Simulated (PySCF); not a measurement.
C₃H₄ClF, SMILES C(=C(\Cl)C)/F. Atoms are numbered in the order given.

```xyz
9

C     -1.6316    -0.1900     0.0000
C     -0.1596     0.0180     0.0000
Cl     0.3904     1.6645     0.0000
C      0.7621    -0.9471     0.0000
F      0.4151    -2.2322     0.0000
H     -2.0889     0.2736    -0.8881
H     -1.8602    -1.2639     0.0000
H     -2.0889     0.2736     0.8881
H      1.8406    -0.7750     0.0000
```
Charge 0, spin multiplicity 1.

Coordinates come from a PBE0-D3(BJ)/def2-SVP optimisation.

Level of theory: PySCF with CAM-B3LYP/def2-TZVP.

Symmetry labels are those of the subgroup Cs that the program uses (full group Cs).

Computed valence orbital energies around the gap with their symmetry:
```csv
orbital,symmetry,energy (eV)
HOMO−7,A",-15.21
HOMO−6,A",-13.75
HOMO−5,A',-13.55
HOMO−4,A',-12.66
HOMO−3,A',-12.46
HOMO−2,A",-11.44
HOMO−1,A',-10.49
HOMO,A",-8.44
LUMO,A",1.20
LUMO+1,A',1.92
LUMO+2,A',2.36
LUMO+3,A',3.37
```
